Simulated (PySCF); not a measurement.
C₃H₃BrF₂, SMILES F[C@@H]1[C@H](F)[C@H]1Br.

Geometry optimised at PBE0-D3(BJ)/def2-SVP. The structure was generated by enumeration; whether it is a known compound was not checked.

Calculation: SMD-M06-2X/6-31G* run with PySCF.

Solvation free energies are E(SMD) − E(gas) at the gas-phase geometry, for 1 M in both phases. Bromine has the revised SMD18 radius of 2.60 Å. In vacuum the dipole moment is 1.09 D.

```tsv
solvent	ΔG(solv) (kcal/mol)	its non-electrostatic (CDS) part	dipole (D)
water	-2.6	2.4	1.37
2-propanol	-6.4	-1.8	1.35
benzene	(withheld)	(withheld)	(withheld)
```

Question: Some entries are withheld; supply them. (The exact figures need the calculation; the answer reports its results.)

Answer: 
- benzene, ΔG(solv) (kcal/mol): -4.9
- benzene, its non-electrostatic (CDS) part: -2.7
- benzene, dipole (D): 1.20
